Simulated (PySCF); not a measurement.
C5H8F3 (doublet state).
Geometry (GFN2-xTB, Å), atoms numbered from 1 in this order:
```xyz
16
C5H8F3 angstrom
C     -1.5810    0.9212   -0.4319
C     -0.4140   -0.0661   -0.3361
C     -0.8653   -1.3084    0.4628
F      0.1209   -2.2614    0.4488
C      0.7762    0.5533    0.2957
F      0.5843    1.1875    1.4770
C      2.1769    0.2226   -0.0338
F      2.4557    0.5426   -1.3529
H     -1.8523    1.2817    0.5574
H     -2.4472    0.4428   -0.8810
H     -1.2945    1.7719   -1.0439
H     -0.1163   -0.3980   -1.3356
H     -1.7521   -1.7614    0.0096
H     -1.0553   -1.0570    1.5106
H      2.3872   -0.8562    0.0498
H      2.8691    0.7938    0.5921
```

The hyperfine couplings belong to this conformer and change with its torsions.

The species is `C[C@H](CF)[C](F)CF` [radical].

Computed with PySCF 2.14.0, UKS B3LYP, pcH-1 on C F H, non-relativistic, mean-field spin-orbit, GIAO. One conformer (not necessarily the lowest) at the GFN2-xTB geometry, without solvent, vibrations or thermal averaging. The geometry wasn't refined by DFT: couplings that depend on bond lengths, twists or pyramidal angles can differ widely from those at the functional's own minimum. No stability test was run, so a lower SCF solution isn't excluded.

Q: The isotropic 13C couplings are +134.1, +55.3, -35.5, +29.0, -23.1 MHz. Assign them to C1; C2; C3; C5; C7.

A: 
```json
{"site": "C1", "a_iso (MHz)": "+29.0", "ρ(0) (bohr⁻³)": "+0.0258", "position": "2 bonds from C5", "distance from C5 (Å)": "2.49", "spin population": "+0.02", "largest |T| (MHz)": "5.3"}
{"site": "C2", "a_iso (MHz)": "-23.1", "ρ(0) (bohr⁻³)": "-0.0205", "position": "1 bond from C5", "distance from C5 (Å)": "1.48", "spin population": "-0.05", "largest |T| (MHz)": "2.7"}
{"site": "C3", "a_iso (MHz)": "+55.3", "ρ(0) (bohr⁻³)": "+0.0492", "position": "2 bonds from C5", "distance from C5 (Å)": "2.49", "spin population": "+0.05", "largest |T| (MHz)": "11.7"}
{"site": "C5", "a_iso (MHz)": "+134.1", "ρ(0) (bohr⁻³)": "+0.1193", "position": "largest spin population", "distance from C5 (Å)": "0.00", "spin population": "+0.90", "largest |T| (MHz)": "167.2"}
{"site": "C7", "a_iso (MHz)": "-35.5", "ρ(0) (bohr⁻³)": "-0.0316", "position": "1 bond from C5", "distance from C5 (Å)": "1.48", "spin population": "-0.05", "largest |T| (MHz)": "5.6"}
```

Q: The isotropic 19F couplings are +211.9, +143.4, +4.0 MHz. Assign them to F4; F6; F8.

A: 
```
site  a_iso (MHz)  ρ(0) (bohr⁻³)         position  distance from C5 (Å)  bound to  spin population there  largest |T| (MHz)
  F4         +4.0        +0.0009  3 bonds from C5                  2.89        C3                  +0.05                8.1
  F6       +143.4        +0.0341   1 bond from C5                  1.35        C5                  +0.90              467.4
  F8       +211.9        +0.0504  2 bonds from C5                  2.35        C7                  -0.05              112.4
```

Q: Match the computed a_iso(1H) values +96.4, +12.6, +10.5, +8.0, -4.0, -0.6 MHz (means over equivalent nuclei) with the sites H9/H10/H11; H12; H13; H14; H15; H16.

A: 
| site | a_iso (MHz) | ρ(0) (bohr⁻³) | position | distance from C5 (Å) | bound to | spin population there | largest \|T\| (MHz) |
| --- | --- | --- | --- | --- | --- | --- | --- |
| H9/H10/H11 | -0.6 | -0.0001 | γ, 3 bonds from C5 | 2.97 | C1 | +0.02 | 5.6 |
| H12 | +8.0 | +0.0018 | β, 2 bonds from C5 | 2.09 | C2 | -0.05 | 10.2 |
| H13 | +12.6 | +0.0028 | γ, 3 bonds from C5 | 3.44 | C3 | +0.05 | 5.0 |
| H14 | -4.0 | -0.0009 | γ, 3 bonds from C5 | 2.72 | C3 | +0.05 | 6.3 |
| H15 | +96.4 | +0.0216 | β, 2 bonds from C5 | 2.15 | C7 | -0.05 | 7.8 |
| H16 | +10.5 | +0.0023 | β, 2 bonds from C5 | 2.13 | C7 | -0.05 | 10.5 |

ρ(0) is the spin density at the nucleus and T the dipolar tensor; entries for several nuclei are means. The Mulliken spin populations are largest on C5 (+0.90) and F6 (+0.06). No atom but C5 exceeds +0.15. The angles at C5 add up to 357.6°, so it is nearly planar.

Nuclei that the bonding pattern makes equivalent are averaged, as if the motion that swaps them (rotation, inversion, ring flip) were fast. The three 1H nuclei of mean -0.6 MHz run from -2.3 to 2.8 MHz in the frozen geometry.

Time: 75 s of wall time (grids of density and orbitals included); peak memory 1.0 GiB. Hardware: one thread of an Arm Neoverse V1, shared host with 32 logical CPUs at a one-minute load of 22.
